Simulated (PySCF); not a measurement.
# Vibration and rotation of SrHg

PBE0 constants of SrHg, ¹Σ⁺ (singlet), closed shell (PySCF, scalar-relativistic core potentials, basis sets Sr def2-SVP with ECP28, Hg def2-SVP with ECP60; masses 87.9056 and 201.9706 u):

```
ωe              : 28.1 cm⁻¹
ωexe            : 0.393 cm⁻¹
Be              : 0.016648 cm⁻¹
αe              : 0.000231 cm⁻¹
D (centrifugal) : 2.34e-08 cm⁻¹
De to Sr + Hg   : 0.065 eV
```

Q: Estimate the standard entropy (1 bar) and heat capacity of the ideal gas at 1500 K, rigid rotor with B0 and harmonic oscillator at the fundamental.

A: Translation (Sackur–Tetrode, M = 289.88 u): 213.1 J/(mol K). Rotation: q = kT/(σB0) = 63100 with σ = 1, 100.2. Vibration: x = hcν0/kT = 0.0262, 38.60. S° = 351.9 J/(mol K); Cp = 7R/2 + 8.31 = 37.4 J/(mol K).

Closed-shell solutions of metal pairs were not tested for spin polarisation, which can lower them a little. The bond is weak. Basis-set superposition, not corrected here, can be much of De in a small basis, most of all at correlated wavefunction levels. Functionals without a dispersion term scatter widely for such bonds, and LDA overbinds them. Spin–orbit coupling is left out.
